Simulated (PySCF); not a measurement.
Point groups of optimised structures. Theory: PBE0-D3(BJ)/def2-SVP geometry optimisation, gas phase (PySCF). The symmetry is that of the one conformer found, every atom within 0.08 Å of its image; none is proved a minimum here. The geometries of the anions come from a basis without diffuse functions.

(1) Point group, rotor type and polarity of `[CH3:1]/[CH:2]=[CH:3]\[CH2:4][Cl:5]` with C2–C3–C4–Cl5 117°?

(2) What symmetry has `[CH3:1][Al-:2]([CH3:3])([CH3:4])[CH3:5]` (charge -1)?

(3) What symmetry has `[CH2:1]=[CH:2]/[CH:3]=[CH:4]\[O-:5]` (charge -1) with C1–C2–C3–C4 180°?

(4) Point group, rotor type and polarity of `N#CC(F)(F)C#N`?

(5) `[CH3:1][CH2:2][C@H:3]([F:4])[C:5]([F:6])([F:7])[C:8](=[O:9])[Cl:10]` with C1–C2–C3–F4 -63°, C2–C3–C5–F6 -64°, C3–C5–C8–O9 46°: symmetry, top, dipole?

(6) What symmetry has `[CH3:1][S:2]([CH3:3])(=[O:4])=[O:5]`?

Answers

(1) C1; near-prolate asymmetric top; symmetry number 1; this conformer is chiral (no improper operation); dipole 2.25 D.

(2) Td; spherical top; symmetry number 12; 24 operations, which sort the 17 atoms into 3 sets; dipole about the centre of mass forbidden by symmetry (computed 0.00 D); A, B, C = 2671, 2668, 2665 MHz; heavy atoms equivalent by symmetry: C1/C3/C4/C5.

(3) Cs; near-prolate asymmetric top; symmetry number 1; 2 operations, which sort the 10 atoms into 10 sets; dipole about the centre of mass 1.33 D, in the ab plane, which is the mirror.

(4) C2v; asymmetric top; symmetry number 2; 4 operations, which sort the 7 atoms into 4 sets; dipole 1.35 D, along b, the twofold axis; A, B, C = 3676, 2377, 1942 MHz.

(5) C1; near-prolate asymmetric top; symmetry number 1; this conformer is chiral (no improper operation); dipole 2.19 D; A, B, C = 2116, 683.5, 655.9 MHz.

(6) C2v; asymmetric top; symmetry number 2; 4 operations, which sort the 11 atoms into 5 sets; dipole 4.50 D; heavy atoms equivalent by symmetry: C1/C3, O4/O5.
